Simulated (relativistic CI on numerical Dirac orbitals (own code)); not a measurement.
# Radial parameters of Os¹⁶⁺

Method of calculation: Dirac-Coulomb-Breit CI, orbitals from a KLI potential per configuration, QED by a radiative potential, unscaled Slater integrals (own radial code, finite nucleus).

Slater integrals F^k, G^k are unscaled and averaged over j, outside the closed core [Kr]; ζ comes from projecting the Hamiltonian with its Breit term on Σ l·s of the shell.

- 4d10.4f12.5s2: F^2(4f,4f) = 199870, F^4(4f,4f) = 128050, F^6(4f,4f) = 92916, ζ(4f) = 6565 cm⁻¹; <r>(4f) = 0.5043, <r^2>(4f) = 0.301 (bohr units).
- 4d10.4f13.5s: ζ(4f) = 6369.9, G^3(4f,5s) = 36386 cm⁻¹; <r>(4f) = 0.5108, <r^2>(4f) = 0.3093, <r>(5s) = 0.8954, <r^2>(5s) = 0.8922 (bohr units).
- 4d10.4f12.5s.5p: F^2(4f,4f) = 200160, F^4(4f,4f) = 128250, F^6(4f,4f) = 93074, ζ(4f) = 6606.6, G^3(4f,5s) = 35713, F^2(4f,5p) = 83723, G^2(4f,5p) = 30438, G^4(4f,5p) = 26892, G^1(5s,5p) = 143310, ζ(5p) = 101730 cm⁻¹; <r>(4f) = 0.5037, <r^2>(4f) = 0.3002, <r>(5s) = 0.8911, <r^2>(5s) = 0.8836, <r>(5p) = 0.9658, <r^2>(5p) = 1.041 (bohr units).

Averages of the first 10 configurations, taken without configuration mixing, which lowers the lowest level and can move excited configurations by several eV; other configurations of the list can lie among them:

```
   Configuration  Parity  States  Average energy above the lowest level (eV)
   4d10.4f12.5s2    even      91                                         5.9
       4d10.4f14    even       1                                        12.4
    4d10.4f13.5s     odd      28                                         5.7
 4d10.4f12.5s.5p     odd    1092                                        53.5
4d10.4f11.5s2.5p    even    2184                                        58.4
 4d10.4f12.5s.5d    even    1820                                       122.8
4d10.4f11.5s.5p2     odd   10920                                       108.6
    4d10.4f13.5d     odd     140                                       122.6
    4d10.4f13.6s     odd      28                                       178.1
    4d9.4f13.5s2     odd     140                                       244.3
```
